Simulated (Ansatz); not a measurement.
Basis sets compared for Mo₃Se₈. The state is a singlet with charge 0. Geometry PBE-D4/def2-SVP. Ansatz on 2 threads of AMD EPYC 7R13 on a shared host and a share (18 GiB) of an NVIDIA H100 80GB HBM3; times are rough, and most runs start from earlier orbitals.

```xyz
11

Mo   -0.350   -0.044   -1.434
Mo    1.140   -0.220    0.913
Mo   -1.186    0.939    0.824
Se   -0.524   -0.457    2.714
Se    2.349   -2.350    0.569
Se   -1.319    3.196    1.077
Se   -2.701   -0.199   -0.715
Se    0.005    2.034   -2.225
Se    0.113   -2.568   -0.263
Se    2.141    1.783    1.146
Se    0.332   -2.114   -2.605
```

In the def2 sets Mo takes a core potential; there is no spin–orbit coupling. Single mean-field runs in def2-TZVP are fitted with def2-universal-jkfit. The restricted singlet is unstable towards broken spin symmetry in Hartree–Fock (as tested in another run); at PBE-D4/def2-SVP, PBE0-D4/def2-SVP, PBE0-D4/def2-TZVP this wasn't settled. No other spin state of charge 0 was run. Another isomer (singlet) lies 0.41 eV lower at PBE0-D4/def2-TZVP; other spin states weren't run for this one.

Binding counts from free atoms (Mo septet, Se triplet) in the same basis, without a counterpoise term.

```json
{"level": "PBE-D4/def2-SVP", "functions": "349", "energy (Eh)": "-19412.4754", "HOMO (eV)": "-5.70", "LUMO (eV)": "-4.65", "binding per atom (eV)": "3.78", "wall time": "3 s"}
{"level": "PBE0-D4/def2-SVP", "functions": "349", "energy (Eh)": "-19412.8647", "HOMO (eV)": "-6.67", "LUMO (eV)": "-4.16", "binding per atom (eV)": "3.29", "wall time": "4.5 s"}
```

**Question.** Estimate the rows for PBE-D4/def2-TZVP (with forces), PBE0-D4/def2-TZVP.

**Answer.** 
```
                         level  functions  energy (Eh)  HOMO (eV)  LUMO (eV)  binding per atom (eV)  wall time
PBE-D4/def2-TZVP (with forces)        504  -19414.8922      -5.72      -4.67                   3.76        4 s
             PBE0-D4/def2-TZVP        504  -19415.2840      -6.65      -4.14                   3.29      6.5 s
```
